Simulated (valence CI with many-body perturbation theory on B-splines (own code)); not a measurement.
**Sensitivity of CI+MBPT for Pr XXIX**

Computed by relativistic CI+MBPT: three valence electrons over a frozen Dirac-Fock core [Ar] 3d10, radial functions for each j: 6 s, 6 p, 5 d, 3 f, 1 g, with the one-electron correlation potential Σ1, the two-electron term Σ2, the three-electron term Σ3, Breit, model QED; selected CI, second order for the rest, scaled by the run's own slope (own B-spline code, finite nucleus).

The last digits are not significant, and no measured levels were compared; by estimate large intervals hold to a few tenths of a per cent, small ones and those within an open d or f shell to about a per cent.

The reference run has the lowest level (4s^2 4p1/2) J=1/2 and an ionisation energy of 1029.17 eV. Its largest variational space holds 3061 state functions.

Levels are named by their leading jj configuration (3d3/2^4 stands for four electrons in 3d with j = 3/2), which in mixed levels can hold well under half, so a name can repeat and another be missing. Letters in brackets count levels of one name in rising energy.

Changed runs:
A. correlating orbitals by l 3 3 3 2 1 → 4 4 3 0 0
B. Breit term on → off; QED terms on → off
C. core polarisation of operators on → off
D. box radius (bohr) 3.952 → 0.68 (bad on purpose)

Excitation energies of the reference run in cm⁻¹, and shifts in cm⁻¹:

| Level | Reference | A | B | C |
| --- | --- | --- | --- | --- |
| (4s^2 4p3/2) J=3/2 | 230778 | +1.5 | +2627 | 0 |
| (4s 4p1/2^2) J=1/2 | 488861 | -116 | +1191 | 0 |
| (4s 4p1/2 4p3/2) J=3/2 [a] | 657802 | -383 | +3582 | 0 |
| (4s 4p1/2 4p3/2) J=5/2 | 701282 | -100 | +3892 | 0 |
| (4s 4p1/2 4p3/2) J=3/2 [b] | 768534 | +258 | +3812 | 0 |
| (4s 4p1/2 4p3/2) J=1/2 | 796243 | +400 | +3465 | 0 |
| (4s 4p3/2^2) J=5/2 | 914992 | -124 | +6205 | 0 |
| (4s 4p3/2^2) J=1/2 | 1027530 | +624 | +6031 | 0 |
| (4s 4p3/2^2) J=3/2 | 1029460 | +373 | +5887 | 0 |
| (4s^2 4d3/2) J=3/2 | 1119470 | +1036 | +5106 | 0 |
| (4s^2 4d5/2) J=5/2 | 1158370 | +979 | +6023 | 0 |
| (4p1/2^2 4p3/2) J=3/2 | 1276440 | +44 | +4756 | 0 |
| Ionisation energy (eV) | 1029.17 | -0.049 | +0.93 | 0 |

No effect on these energies: C.

Run D: It gave no result. The program said: "need at least one array to concatenate".
